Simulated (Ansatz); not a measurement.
`[SeH][SiH]1BS1` + BH₃ → `B[SiH]1BS1` + H₂Se  (formal exchange of groups at the Si–Se bond)

Computed with Ansatz on PBE0-D4/def2-TZVP structures; ΔE is electronic, products minus reactants. CCSD(T)/CBS is the MP2 limit (def2-TZVPP, def2-QZVPP) plus CCSD(T) − MP2 in def2-TZVPP, frozen cores. This one scheme is used for every species. DFT in def2-TZVPP. B3LYP here is the variant with VWN-RPA as its local correlation; programs differ in this. HSE06 is defined as in plane-wave codes. For Se outer-core shells are correlated without core-valence functions, which leaves a few kJ/mol of doubt a bond. Scalar relativity is left out up to krypton. Each species was taken in one conformer, which may not be the lowest.

Is it downhill or uphill in electronic energy at CCSD(T)/CBS, and by how much? (An estimate is asked.)

The calculation gave: Uphill: ΔE = +0.68 eV.

What do these levels give: revPBE-D4, r2SCANh-D4, BHLYP-D4, ωB97M-V, revPBE, B3LYP, HSE06, BHLYP, SCS-MP2/def2-TZVPP, CCSD(T)/def2-TZVPP, HF/def2-QZVPP, HF/CBS(def2)? (An estimate is asked.)

The calculation gave: revPBE-D4 0.53, r2SCANh-D4 0.60, BHLYP-D4 0.72, ωB97M-V 0.67, revPBE 0.49, B3LYP 0.58, HSE06 0.57, BHLYP 0.67, SCS-MP2/def2-TZVPP 0.76, CCSD(T)/def2-TZVPP 0.63, HF/def2-QZVPP 0.76, HF/CBS(def2) 0.76 eV.

What do rigid-rotor, harmonic-oscillator terms from PBE0-D4/def2-TZVP frequencies (298.15 K, 1 bar) make of the CCSD(T)/CBS value? (Estimate.)

Ansatz gave: ΔZPE = -0.03 eV, ΔH = +0.65 eV, ΔS = 12 J/(mol·K), ΔG = +0.61 eV.

Largest T1 diagnostic among the species: 0.020.

From BLYP to BHLYP (50 % exact exchange), in def2-TZVPP and without D4, ΔE moves by +0.16 eV. At CCSD(T), def2-SVP lies −0.16 eV from the extrapolated value and def2-TZVPP −0.04 eV.
